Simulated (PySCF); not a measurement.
B(H)(Br)(Vi), SMILES B(Br)C=C (C₂H₄BBr) at its PBE0/def2-SVP optimised geometry (Å):

```
8

B     -1.1956     0.5458     0.0000
H     -1.8483     1.5584     0.0000
Br    -2.2057    -1.0814    -0.0001
C      0.3477     0.5458     0.0000
C      1.1113    -0.5604     0.0032
H      0.8562     1.5183    -0.0025
H      2.2057    -0.5163     0.0034
H      0.6584    -1.5584     0.0059
```

Computed with PySCF 2.14.0 with PBE0/def2-TZVP.

Map of the LUMO amplitude (bohr^(-3/2)) on the plane z = 0.8 Å; orbital energy -2.34 eV, overall sign arbitrary:

```
|5555555555555555555555555555555|
|5555555555555555555555555555555|
|5555555555555555555555555555555|
|5555555555555555555555555555555|
|5555555555555555555555555555555|
|5555555555555555555555555555555|
|5555555554444445555555555555555|
|5555555444444444445555555555555|
|5555554444444444444555555555555|
|5555554444333344444455555555555|
|5555544443333333344455555555555|
|5555544432212223334455555555555|
|5555544432100122234555555555555|
|5555544432000112234555555555555|
|5555554432100122345666655555555|
|5555555443212234467777665555555|
|5555555544333344578987665555555|
|5555566665444445689998765555555|
|5555667776555555679987665555555|
|5555667777655555677877665555555|
|5555667777655555667766655555555|
|5555666776655555666666555555555|
|5555566666655555555555555555555|
|5555555665555555555555555555555|
|5555555555555555555555555555555|
|5555555555555555555555555555555|
|5555555555555555555555555555555|
|5555555555555555555555555555555|
|5555555555555555555555555555555|
|5555555555555555555555555555555|
|5555555555555555555555555555555|
```
Scale: ten equal steps from -0.143 (start of '0') to 0.127 (end of '9'), in the order '0123456789'; x runs from -4.50 to 4.50, y from -4.50 (bottom) to 4.50 (top).
